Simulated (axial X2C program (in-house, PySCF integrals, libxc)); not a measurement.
# Outer orbitals of FeF at 1.848 Å, HF

All values were computed with an axial X2C code built on PySCF integrals. Spin-free means the one-electron spin-free X2C Hamiltonian; two-component (2c) means X2C with spin–orbit coupling and atomic mean-field two-electron Coulomb and Gaunt terms, so the difference of the two also holds small scalar two-electron terms. Basis: Fe dyall-cv3z [9s10p6d3f2g], F dyall-av3z [7s6p3d2f] (cores contracted in-house); Gaussian nuclei, density fitting, unrestricted open shells. Masses: Fe 55.935 u, F 18.998 u.

The distance is close to the 2c PBE0 minimum; the highest filled and lowest empty levels are listed.

Spin-free orbitals, state M_S = 5/2, Λ = 2 (beyond evenly filled blocks: 2 × σα, π+α, π-α, δ+α, δ+β, δ-α) (Löwdin shares):

```tsv
symmetry	occupied	ε (eV)	atomic character
σα	yes	-20.05	83% Fe d, 15% F p
π-α	yes	-19.61	95% Fe d, 5% F p
π+α	yes	-19.61	95% Fe d, 5% F p
δ-α	yes	-18.09	100% Fe d
δ+α	yes	-18.09	100% Fe d
σβ	yes	-15.66	91% F p, 4% Fe d, 2% Fe p
σα	yes	-15.15	77% F p, 14% Fe d, 6% Fe s
π-β	yes	-14.83	95% F p, 3% Fe d
π+β	yes	-14.81	95% F p, 3% Fe d
π-α	yes	-14.81	92% F p, 6% Fe d
π+α	yes	-14.81	92% F p, 6% Fe d
δ+β	yes	-13.29	100% Fe d
σα	yes	-8.37	63% Fe s, 26% Fe p, 8% F p
σβ	no	-0.02	82% Fe s, 9% Fe p, 3% F p
π-α	no	0.60	94% Fe p, 4% F p, 2% Fe d
π+α	no	0.60	94% Fe p, 4% F p, 2% Fe d
π+β	no	1.12	96% Fe p, 3% F p
```

Spinors with spin–orbit coupling (state Ω = 9/2):

| ω | occupied | ε (eV) | atomic character | λ mixture |
| --- | --- | --- | --- | --- |
| 1/2 | yes | -20.05 | 83% Fe d, 15% F p | 100% σ |
| -1/2 | yes | -19.64 | 95% Fe d, 5% F p | 100% π |
| 3/2 | yes | -19.57 | 95% Fe d, 5% F p | 100% π |
| -3/2 | yes | -18.15 | 100% Fe d | 100% δ |
| 5/2 | yes | -18.01 | 100% Fe d | 100% δ |
| -1/2 | yes | -15.66 | 91% F p, 4% Fe d, 2% Fe p | 100% σ |
| 1/2 | yes | -15.15 | 77% F p, 14% Fe d, 5% Fe s | 99% σ, 1% π |
| -1/2 | yes | -14.83 | 92% F p, 6% Fe d | 100% π |
| 1/2 | yes | -14.83 | 95% F p, 3% Fe d | 99% π, 1% σ |
| -3/2 | yes | -14.80 | 95% F p, 3% Fe d | 100% π |
| 3/2 | yes | -14.78 | 92% F p, 6% Fe d | 100% π |
| 3/2 | yes | -13.36 | 100% Fe d | 100% δ |
| 1/2 | yes | -8.37 | 63% Fe s, 26% Fe p, 8% F p | 100% σ |
| -1/2 | no | -0.01 | 82% Fe s, 9% Fe p, 3% F p | 100% σ |
| -1/2 | no | 0.59 | 94% Fe p, 4% F p, 2% Fe d | 100% π |
| 3/2 | no | 0.60 | 94% Fe p, 4% F p, 2% Fe d | 100% π |
| 1/2 | no | 1.12 | 96% Fe p, 3% F p | 100% π |

Mulliken charges and populations of the two-component result (they depend on the basis, above all on diffuse functions):

Fe 0.86 e (s 6.84 p 12.25 d 6.05), F -0.86 e (s 4.01 p 5.84 d 0.01). ⟨Lz⟩ = 2.00 ħ and ⟨Sz⟩ = 2.50 ħ (2.49 and 0.01 on the two atoms), which add up to Ω.

Occupations by symmetry block were frozen at the best pattern of an incomplete PBE0 search. PBE0 can misorder states that lie within some tenths of an eV, so this need not be the ground state of the molecule. The nearest other spin-free determinant of the search, M_S = 5/2, Λ = 1, lies 0.34 eV up at the distance of the search. With several unpaired electrons one determinant need not be a pure state. A state of lower Ω lies just above, and one determinant can place such states too high, so the state shown need not be the lowest. The search has Ω = 1/2 only 0.09 eV up.
